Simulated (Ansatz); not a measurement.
Total energies of Na8Cl8 (started as a model of: 2x2x4 NaCl rock-salt block) from Ansatz at PBE0-D4/def2-SVP, gas phase (1 Eh = 27.2114 eV = 2625.5 kJ/mol). The reference geometry is relaxed at PBE-D4/def2-SVP.

| atom | x (Å) | y (Å) | z (Å) |
| --- | --- | --- | --- |
| Na1 | 1.1001 | 1.1303 | 3.9456 |
| Cl2 | 1.8569 | 0.2080 | 1.5998 |
| Na3 | 1.9780 | -0.6590 | -0.9167 |
| Cl4 | 2.5251 | -1.5766 | -3.3583 |
| Cl5 | -0.2462 | 3.2246 | 3.1116 |
| Na6 | 0.1079 | 2.1677 | 0.6907 |
| Cl7 | 0.5329 | 1.5204 | -1.8588 |
| Na8 | 0.8417 | 0.2739 | -4.1560 |
| Cl9 | -0.9088 | -0.5077 | 4.3653 |
| Na10 | -0.4985 | -1.2484 | 1.8383 |
| Cl11 | -0.1618 | -2.3934 | -0.5438 |
| Na12 | 0.2772 | -2.9063 | -3.0874 |
| Na13 | -2.2191 | 1.5019 | 3.2978 |
| Cl14 | -2.2279 | 0.6653 | 0.8026 |
| Na15 | -1.5873 | -0.2599 | -1.6124 |
| Cl16 | -1.3702 | -1.1406 | -4.1185 |

```csv
state,geometry,energy (Eh)
charge 0 singlet,reference,-4977.42376
charge 1 doublet,reference,-4977.08869
charge 1 doublet,relaxed at PBE-D4/def2-SVP,-4977.10699
charge -1 doublet,reference,-4977.42550
```

Question: Work out the vertical ionisation energy to the doublet.

Answer: E(charge 1 doublet) − E(charge 0 singlet) = -4977.08869 − (-4977.42376) = 0.33507 Eh = 9.12 eV. For comparison, −ε of the highest occupied level is 7.78 eV at this level, 1.34 eV less.

Question: Work out the vertical electron affinity, to the doublet.

Answer: E(charge 0 singlet) − E(charge -1 doublet) = -4977.42376 − (-4977.42550) = 0.00174 Eh = 0.05 eV; so near zero that its sign isn't settled. The basis lacks diffuse functions, which makes affinities too small.

Question: Give the fundamental gap IE − EA, the Mulliken electronegativity (IE + EA)/2 and the hardness (IE − EA)/2.

Answer: From the values in Eh: IE − EA = 0.33507 − 0.00174 = 0.33333 Eh = 9.07 eV; (IE + EA)/2 = 4.58 eV; (IE − EA)/2 = 4.54 eV. The HOMO–LUMO gap of the same run is 6.99 eV, 2.08 eV smaller than the fundamental gap.

Question: How much does the charge 1 doublet relax, and what is the adiabatic ionisation energy?

Answer: Relaxation: -4977.08869 − (-4977.10699) = 0.01830 Eh = 0.50 eV. Adiabatic ionisation energy: 0.31677 Eh = 8.62 eV, without zero-point energy. 

At PBE0-D4/def2-SVP the highest occupied level of the charge -1 doublet lies above zero (up to 0.73 eV). Energy differences put its binding near zero (0.05 eV; vertical, to the charge 0 singlet, at PBE0-D4/def2-SVP), which leaves it undecided.
